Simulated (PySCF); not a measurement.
A single-point calculation

[Pb(BH4)3]+ (singlet). PySCF 2.14.0, RKS B3LYP, Pb def2-SVP with ECP60, B def2-SVP, H def2-SVP; non-relativistic Hamiltonian with scalar-relativistic core potentials where named; density fitting; no spin-orbit coupling. Purpose: singlet excitations, Tamm-Dancoff B3LYP.

```python
mol = gto.M(atom='''
Pb     0.60744     0.00000     0.04140
B     -0.16977     0.00000     2.30088
H     -1.59434     0.00000     2.54635
H      0.10843     1.07783     2.73843
H     -1.49269     0.00000     1.72484
H      0.10843    -1.07783     2.73843
B     -0.75386     0.00000    -2.00904
H     -0.30733     0.00000    -3.13264
H     -0.21095    -1.08619    -1.53918
H     -1.91377     0.00000    -1.68005
H     -0.21095     1.08619    -1.53918
B      3.02883     0.00000    -0.43059
H      3.68397     0.00000     0.58054
H      2.31473    -1.09224    -0.38117
H      3.40490     0.00000    -1.57784
H      2.31473     1.09224    -0.38117''',
    basis={'Pb': 'def2-SVP', 'B': 'def2-SVP', 'H': 'def2-SVP'},
    ecp={'Pb': 'def2-SVP'},
    charge=1, spin=0)
mf = dft.RKS(mol, xc='B3LYP')
mf.grids.atom_grid = (50, 194)
mf = mf.density_fit()  # fitting sets: Pb def2-universal-JKFIT, B def2-universal-JKFIT, H def2-universal-JKFIT
mf.conv_tol = 1e-08; mf.max_cycle = 55
mf.kernel(dm0)  # dm0: converged density of the relaxed state
td = mf.TDA(); td.nstates = 8; td.kernel()
```

Run from Python with OMP_NUM_THREADS=2; the lines above give its settings. Where DIIS fails, smearing, a level shift and second-order steps follow.
It took 48 s on 2 threads of Arm Neoverse V1, on a shared host, from an already converged density.

Question: Where do the frontier levels lie, over both spins?

Answer: HOMO -13.27 eV, LUMO -8.15 eV. 

Question: What are the Mulliken charges and spins?

Answer: 
```
atom  charge (e)  spin (e)
 Pb1       0.559     0.000
  B2      -0.209     0.000
  H3       0.197     0.000
  H4       0.118     0.000
  H5       0.140     0.000
  H6       0.118     0.000
  B7      -0.202     0.000
  H8       0.114     0.000
  H9       0.026     0.000
 H10       0.067     0.000
 H11       0.026     0.000
 B12      -0.196     0.000
 H13       0.093     0.000
 H14       0.022     0.000
 H15       0.106     0.000
 H16       0.022     0.000
```

Question: Which singlet excitations follow (Tamm-Dancoff, 8 states)?

Answer: 
```json
{"state": "1", "eV": "4.78", "oscillator strength": "0.1020"}
{"state": "2", "eV": "4.88", "oscillator strength": "0.1554"}
{"state": "3", "eV": "5.05", "oscillator strength": "0.0727"}
{"state": "4", "eV": "5.14", "oscillator strength": "0.0013"}
{"state": "5", "eV": "5.26", "oscillator strength": "0.0000"}
{"state": "6", "eV": "5.56", "oscillator strength": "0.0000"}
{"state": "7", "eV": "5.63", "oscillator strength": "0.4459"}
{"state": "8", "eV": "5.76", "oscillator strength": "0.0000"}
```
Functionals without range separation put charge-transfer states too low; the basis has no diffuse functions.

The geometry was relaxed with TPSS (Pb def2-SVP with ECP60, B def2-SVP, H def2-SVP).
